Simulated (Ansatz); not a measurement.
CH7FOSi2 can be A, `FC([SiH3])O[SiH3]`, or B, `FC[SiH2]O[SiH3]`.

Calculated with Ansatz (gas phase, PBE0-D4/def2-TZVP geometries, no zero-point term in ΔE). CBS: MP2 limit from def2 TZ/QZ plus the TZ coupled-cluster correction, frozen cores. Functionals use def2-TZVPP. B3LYP here is the variant with VWN-RPA as its local correlation; programs differ in this. One conformer a species, not always the lowest.

A:

Z-matrix (Å, degrees):
```
C
Si 1 1.913
O 1 1.380 2 109.3
F 1 1.395 2 109.0 3 -119.6
H 1 1.100 2 113.1 3 123.8
H 2 1.485 1 108.3 3 -62.7
H 2 1.485 1 108.9 3 178.0
H 2 1.482 1 108.5 3 57.5
Si 3 1.663 1 123.6 2 178.3
H 9 1.480 3 105.6 1 -159.0
H 9 1.488 3 108.8 1 -39.8
H 9 1.482 3 111.6 1 81.3
```

B:

```xyz
12

F     1.6409    1.2761    0.3581
C     0.4415    1.8048   -0.1204
Si   -0.9832    0.6747    0.3832
O    -0.7473   -0.8192   -0.2277
Si    0.2967   -2.0824   -0.2768
H     0.3226    2.8140    0.2903
H     0.5230    1.8945   -1.2092
H    -1.0556    0.6144    1.8657
H    -2.2435    1.2291   -0.1734
H     1.3896   -1.8011   -1.2413
H     0.8748   -2.3255    1.0701
H    -0.4596   -3.2795   -0.7187
```

(1) Which isomer does CCSD(T)/CBS put lower? Give the gap. (Best estimate.)

(2) Give E(B) − E(A) in kcal/mol with MP2/def2-TZVPP, CCSD(T)/def2-TZVPP, B2PLYP, PBE-D4, B3LYP, B3LYP-D4, CCSD/def2-TZVPP. (An estimate is asked.)

Largest T1 diagnostic: 0.012.

Results:

(1) Ansatz gave: B, by 40.5 kcal/mol.

(2) Computed: MP2/def2-TZVPP -41.2, CCSD(T)/def2-TZVPP -39.5, B2PLYP -40.0, PBE-D4 -35.7, B3LYP -39.1, B3LYP-D4 -39.3, CCSD/def2-TZVPP -40.3. None reverses the order clearly.

In def2-TZVPP, CCSD(T) changes the Hartree–Fock value by +3.2 kcal/mol (the triples alone add +0.9 kcal/mol) and MP2 by +1.4 kcal/mol. From PBE to PBE0 (25 % exact exchange), in def2-TZVPP and without D4, E(B) − E(A) moves by −2.2 kcal/mol.
